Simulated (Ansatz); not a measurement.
Ca₂O₂, relaxed as a singlet with RKS PBE0-D4/def2-TZVP in Ansatz, starting from the GFN2-xTB geometry. Force threshold 0.02 eV/Å.

The structure holds 1 bond(s) between oxygen atoms. The restricted singlet is unstable towards broken spin symmetry in Hartree–Fock (as tested in another run); at PBE0-D4/def2-TZVP this wasn't settled. Another isomer (singlet) lies 3.10 eV lower at PBE0-D4/def2-TZVP; other spin states weren't run for this one.

Start:

```xyz
4

Ca    0.131   -0.636    1.748
Ca   -0.133    0.635   -1.748
O    -0.410   -0.620   -0.194
O     0.411    0.621    0.194
```

```tsv
step	energy (eV)	largest force component (eV/Å)	SCF passes
1	-40957.1323	2.243	22
2	-40957.4821	0.560	23
3	-40957.5124	0.028	23
4	-40957.5125	0.005	26
5	-40957.5125	0.002	27
6	-40957.5125	0.005	26
7	-40957.5125	0.011	25
8	-40957.5127	0.025	24
9	-40957.5266	0.135	29
10	-40957.6059	0.385	29
11	-40957.7380	0.443	30
12	-40957.8488	0.224	28
13	-40957.8536	0.088	23
14	-40957.8545	0.006	24
```

Force components are those of the run's own axes.

End:

Cartesian coordinates in Å:
```
Ca -0.385 -0.268 1.666
Ca -0.616 0.840 -1.383
O 0.105 -0.886 -0.330
O 0.897 0.314 0.046
```

By distances, no bond broke or formed. The bond that changes most is Ca1–O3, from 2.02 to 2.15 Å (atoms count from 1).

The force fell under the threshold at step 4, but the optimiser went on and released 0.342 eV more. No frequencies were taken in this run, so the end may be a saddle point.

Hardware: 4 threads of Intel Xeon 6975P-C on a shared host. Wall time 15 s.
